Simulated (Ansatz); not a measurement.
`C#C[NH][SnH3]` + H₂ → `[SnH4]` + `C#CN` at 700 K and 1 bar (hydrogenolysis of the Sn–N bond).

Calculated with Ansatz (gas phase, PBE0-D4/def2-TZVP geometries, no zero-point term in ΔE). CCSD(T)/CBS adds triple-zeta CCSD(T) − MP2 to the extrapolated MP2 energy (def2 sets, frozen cores). This one scheme is used for every species. def2 core potentials past Kr. For Sn outer-core shells are correlated without core-valence functions, which leaves a few kJ/mol of doubt a bond. Each species was taken in one conformer, which may not be the lowest.

```json
{"species": "`C#C[NH][SnH3]`", "CCSD(T)/CBS energy (Eh)": "-347.74191", "H − E (kJ/mol)": "215.9", "S (J/(mol·K))": "454.1"}
{"species": "H₂", "CCSD(T)/CBS energy (Eh)": "-1.17544", "H − E (kJ/mol)": "46.8", "S (J/(mol·K))": "155.3"}
{"species": "`[SnH4]`", "CCSD(T)/CBS energy (Eh)": "-216.39156", "H − E (kJ/mol)": "106.0", "S (J/(mol·K))": "282.9"}
{"species": "`C#CN`", "CCSD(T)/CBS energy (Eh)": "-132.52893", "H − E (kJ/mol)": "160.3", "S (J/(mol·K))": "317.0"}
```

H − E and S are ideal-gas, rigid-rotor, harmonic terms from PBE0-D4/def2-TZVP, for one conformer and one mirror image of each species. The MP2-based limit puts H₂ 0.8 mEh under its directly extrapolated value; such offsets cancel only in part. 1 Eh = 2625.50 kJ/mol, R = 8.31446 J/(mol·K).

Question: By hand: ΔE, ΔH, ΔS and ΔG.

Answer: ΔE = (-216.39156) + (-132.52893) − (-347.74191) − (-1.17544) = -0.00314 Eh = -8.2 kJ/mol. Δ(H − E) = 106.0 + 160.3 − 215.9 − 46.8 = 3.6, so ΔH = -4.6 kJ/mol. ΔS = 282.9 + 317.0 − 454.1 − 155.3 = -9.5 J/(mol·K). ΔG = -4.6 − 700 × (-9.5)/1000 = 2.1 kJ/mol.

Question: By hand: the equilibrium constant, and the temperature at which ΔG would vanish if ΔH and ΔS stayed fixed.

Answer: log₁₀ K = −ΔG/(RT ln 10) = -0.2. ΔG = 0 at ΔH/ΔS = 484 K, though so small a ΔH makes that figure unsure.

TΔS isn't small against ΔH here. The sign of ΔG lies within the doubt. A doubt of 5 kJ/mol in ΔE shifts log₁₀ K by 0.4 here. Other conformers and mirror images would add mixing entropy, several J/(mol·K) or more a flexible species. These are equilibria of isolated gas molecules and say nothing of rates. Largest T1 diagnostic: 0.014 (customary marks: 0.02 for closed shells, 0.045 for open ones).
